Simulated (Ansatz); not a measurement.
`OCOB[SiH3]`. Total charge 0; spin multiplicity 1.

```xyz
12

O     1.1373   -1.1064    0.8711
C     0.4577   -1.4890   -0.2723
O    -0.9125   -1.1212   -0.2259
B    -1.2855    0.1750   -0.1471
Si   -0.0193    1.7662   -0.0871
H     0.8168   -1.6266    1.6144
H     0.9499   -0.9881   -1.1079
H     0.4670   -2.5721   -0.4215
H    -2.4727    0.3438   -0.0775
H     1.3255    1.5231   -0.6798
H     0.1668    2.1725    1.3351
H    -0.6311    2.9229   -0.8014
```

(1) List the harmonic frequencies (cm⁻¹, unscaled) at PBE0-D4/def2-TZVP in Ansatz. (Best estimate.)

(2) Is this a minimum?

(3) Give the ideal-gas thermochemistry at 298.15 K and 1 bar (rigid rotor, harmonic oscillator; point group C1, symmetry number 1).

## Answers

(1) The calculation gave: 44, 136, 171, 238, 354, 391, 463, 512, 586, 706, 812, 885, 929, 945, 951, 1057, 1127, 1147, 1262, 1334, 1396, 1462, 1525, 2204, 2206, 2212, 2584, 3064, 3125, 3845.

(2) Yes, all 30 modes are real.

(3) Zero-point energy 225.3 kJ/mol; H(298) − E = 246.9 kJ/mol; entropy 349.8 J/(mol·K), of which translation 165.0, rotation 111.8, vibration 73.1; G(298) − E = 142.6 kJ/mol. Modes under 100 cm⁻¹ are hindered rotations or soft bends, so the harmonic entropy is rough.
